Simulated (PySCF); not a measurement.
Cartesian coordinates (Å):
```xyz
7

Zr     0.0461    -0.1170    -0.0096
N      2.0409     0.0223     0.0656
H      2.6219     0.3144    -0.7342
H      2.6584    -0.1796     0.8652
H     -0.3918    -0.8770    -1.6638
H     -0.5093     1.6665    -0.0102
H     -0.6182    -1.0494     1.4746
```
Charge 0, multiplicity 1.

### Question
What is the computed dipole moment, total energy and HOMO–LUMO gap (TPSSh-D3(BJ)/def2-TZVP // BP86-D3(BJ)/def2-SVP (PySCF))?

### Answer

| Quantity | Result |
|---|---|
| dipole moment | 2.15 D |
| total energy | -104.8126 Ha |
| HOMO–LUMO gap | 4.91 eV |
